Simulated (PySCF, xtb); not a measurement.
BiCl2, SMILES [Cl][Bi+][Cl] (connectivity only; charge and spin as stated), charge +1, multiplicity 1.

Harmonic wavenumbers (cm⁻¹) from GFN2-xTB (xtb 6.7.1) at its own minimum, in rising order: 105, 311, 334.

Task: What does B3LYP-D3(BJ)/def2-TZVP (PySCF 2.14.0) give at its own minimum? (The exact figures need the calculation; the answer reports its results.)

Result: 120, 373, 387. Paired by order, the mean absolute difference is 43 cm⁻¹ and the zero-point energies are 1.1 and 1.3 kcal/mol.
